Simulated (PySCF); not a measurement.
**How the method changes the constants of GeI**

State: ²Π (doublet), unpaired electrons π ↑. Set-up: Ge def2-TZVPPD, I def2-TZVPPD with ECP28; scalar-relativistic core potentials (PySCF 2.14). De refers to Ge + I in their high-spin ground configurations, without counterpoise correction. The functionals are run spin-unrestricted. A positive dipole means Ge(−)I(+).

```json
{"Level": "UHF", "Re (Å)": "2.565", "ωe (cm⁻¹)": "234", "De (eV)": "1.87", "μ (D)": "-1.97", "CPU s a point (SCF and correlation, without the integrals)": "2"}
{"Level": "UHF-MP2", "Re (Å)": "2.505", "ωe (cm⁻¹)": "252", "De (eV)": "3.13", "μ (D)": "n/a", "CPU s a point (SCF and correlation, without the integrals)": "3.3"}
{"Level": "UHF-SCS-MP2", "Re (Å)": "2.521", "ωe (cm⁻¹)": "246", "De (eV)": "2.99", "μ (D)": "n/a", "CPU s a point (SCF and correlation, without the integrals)": "n/a"}
{"Level": "LDA", "Re (Å)": "2.498", "ωe (cm⁻¹)": "249", "De (eV)": "3.96", "μ (D)": "-0.84", "CPU s a point (SCF and correlation, without the integrals)": "0.78"}
{"Level": "PBE", "Re (Å)": "2.545", "ωe (cm⁻¹)": "235", "De (eV)": "3.38", "μ (D)": "-1.08", "CPU s a point (SCF and correlation, without the integrals)": "1.1"}
{"Level": "r²SCAN", "Re (Å)": "2.524", "ωe (cm⁻¹)": "243", "De (eV)": "3.27", "μ (D)": "-1.02", "CPU s a point (SCF and correlation, without the integrals)": "1.3"}
{"Level": "M06-L", "Re (Å)": "2.537", "ωe (cm⁻¹)": "237", "De (eV)": "3.33", "μ (D)": "-0.77", "CPU s a point (SCF and correlation, without the integrals)": "1.3"}
{"Level": "TPSSh", "Re (Å)": "2.532", "ωe (cm⁻¹)": "239", "De (eV)": "3.24", "μ (D)": "-1.18", "CPU s a point (SCF and correlation, without the integrals)": "2.4"}
{"Level": "PBE0", "Re (Å)": "2.525", "ωe (cm⁻¹)": "244", "De (eV)": "3.20", "μ (D)": "-1.24", "CPU s a point (SCF and correlation, without the integrals)": "3.1"}
{"Level": "B97-3", "Re (Å)": "2.543", "ωe (cm⁻¹)": "239", "De (eV)": "3.12", "μ (D)": "-1.33", "CPU s a point (SCF and correlation, without the integrals)": "1.8"}
{"Level": "BHandHLYP", "Re (Å)": "2.538", "ωe (cm⁻¹)": "240", "De (eV)": "2.91", "μ (D)": "-1.57", "CPU s a point (SCF and correlation, without the integrals)": "2"}
{"Level": "ωB97M-V", "Re (Å)": "2.521", "ωe (cm⁻¹)": "246", "De (eV)": "3.05", "μ (D)": "-1.49", "CPU s a point (SCF and correlation, without the integrals)": "8.6"}
```

What does a quarter of exact exchange do here, going from PBE to PBE0?

PBE0 less PBE: -2.0 pm in Re, +3.8 % in ωe, -0.18 eV in De. Exact exchange removes part of the self-interaction that spreads semilocal densities, and in most molecules shortens and stiffens the bond and lowers De; so it does here.

What does the step from GGA to meta-GGA do here, going from PBE to r²SCAN?

r²SCAN less PBE: -2.1 pm in Re, +3.4 % in ωe, -0.11 eV in De. 

What does the gradient correction do here, going from LDA to PBE?

PBE less LDA: +4.7 pm in Re, -5.6 % in ωe, -0.58 eV in De. The gradient correction favours the more uneven density of free atoms, so it tends to lengthen bonds and takes away much of the overbinding of LDA; so it does here.

Correlated steps freeze 13 core orbitals. Spin–orbit coupling is left out, which matters for elements this heavy, above all for dissociation energies. Counting both spins, an empty level lies below a filled one in some of these solutions, because spin and occupation are held. The state is the lowest determinant that a PBE0 search found; another state may lie lower at other levels.

The whole job (state search and all levels along the bond) took about 3.2 min on 2 threads of Intel Xeon 6975P-C (shared host), peak memory 5.4 GiB.
